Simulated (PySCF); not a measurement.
Cd(F)(SeH) (CdFHSe), SMILES [F][Cd][SeH].

Coordinates come from a B3LYP-D3(BJ)/def2-TZVP optimisation. The def2 effective core potentials stand for the cores of Cd; spin–orbit coupling is left out. Other conformers were not sampled.

Calculation: TDA-M06-2X/def2-SVPD in PySCF.

Vertical excitations. Gas-phase values at a fixed geometry. State labels are in the subgroup Cs.

```csv
state,symmetry,energy (eV),λ (nm),f,main pairs
S1,A",4.15,299,0.023,HOMO→LUMO 97 %
S2,A",5.21,238,0.002,HOMO→LUMO+1 87 %
S3,A',5.76,215,0.014,"HOMO→LUMO+2 66 %, HOMO−1→LUMO 32 %"
S4,A",5.80,214,0.013,HOMO→LUMO+3 77 %
S5,A',6.73,184,0.003,HOMO−2→LUMO 87 %
S6,A',6.77,183,0.339,"HOMO−1→LUMO+1 35 %, HOMO−1→LUMO 30 %, HOMO−1→LUMO+3 14 %, HOMO→LUMO+2 13 %"
S7,A",6.78,183,0.016,HOMO−3→LUMO 92 %
S8,A",7.17,173,0.009,HOMO→LUMO+4 80 %
S9,A',7.20,172,0.433,"HOMO−1→LUMO+1 54 %, HOMO−1→LUMO 22 %, HOMO→LUMO+2 10 %"
S10,A",7.43,167,0.056,"HOMO−1→LUMO+2 75 %, HOMO→LUMO+5 13 %"
T1,A",3.84,323,0,HOMO→LUMO 96 %
T2,A",4.99,248,0,"HOMO→LUMO+1 62 %, HOMO→LUMO+3 30 %"
T3,A',5.06,245,0,HOMO−1→LUMO 91 %
T4,A",5.59,222,0,"HOMO→LUMO+3 53 %, HOMO→LUMO+1 35 %"
```
Triplets are in the Tamm–Dancoff approximation.
